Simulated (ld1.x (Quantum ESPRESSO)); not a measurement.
**Reading a pseudo-wave (Gd)**

Columns: radius, all-electron u(r) and pseudo u(r) of the 4f shell (level -11.89 eV) of gadolinium in the configuration [Kr] 4d10 4f6.5 5s2 5p6 5d1.5 6s2 6p0; PBE, scalar-relativistic, PAW scheme, ld1.x (Quantum ESPRESSO) 7.5.

| r (bohr) | all-electron | pseudo |
| --- | --- | --- |
| 0.113 | 0.1085 | 0.0024 |
| 0.225 | 0.4877 | 0.0338 |
| 0.338 | 0.8486 | 0.1427 |
| 0.450 | 1.0473 | 0.3443 |
| 0.563 | 1.1022 | 0.5960 |
| 0.675 | 1.0669 | 0.8051 |
| 0.788 | 0.9867 | 0.9023 |
| 0.900 | 0.8906 | 0.8798 |
| 1.013 | 0.7917 | 0.7921 |
| 1.125 | 0.6988 | 0.6988 |
| 1.238 | 0.6130 | 0.6130 |
| 1.350 | 0.5366 | 0.5366 |
| 1.463 | 0.4682 | 0.4682 |
| 1.575 | 0.4086 | 0.4086 |
| 1.688 | 0.3559 | 0.3559 |
| 1.800 | 0.3104 | 0.3104 |
| 1.913 | 0.2704 | 0.2704 |
| 2.025 | 0.2361 | 0.2361 |
| 2.138 | 0.2061 | 0.2061 |
| 2.250 | 0.1803 | 0.1803 |
| 2.363 | 0.1577 | 0.1577 |
| 2.475 | 0.1383 | 0.1383 |
| 2.588 | 0.1213 | 0.1213 |
| 2.700 | 0.1066 | 0.1066 |
| 2.813 | 0.0938 | 0.0938 |
| 2.925 | 0.0827 | 0.0827 |

(1) How many radial nodes do the two functions have?

(2) At about which radius was the pseudo-wave matched?

(3) Where does each function peak?

(4) Is the pseudo-wave norm-conserving?

Results:

(1) The all-electron 4f function has n − l − 1 = 0; the pseudo-wave has 0.

(2) 1.10 bohr, where the columns begin to agree (steps of 0.11 bohr).

(3) Outermost all-electron maximum near 0.56 bohr, pseudo maximum near 0.79 bohr (to the table’s step).

(4) No, it belongs to a PAW set: the norm inside the radius is not constrained, and the difference is carried by the augmentation charge.
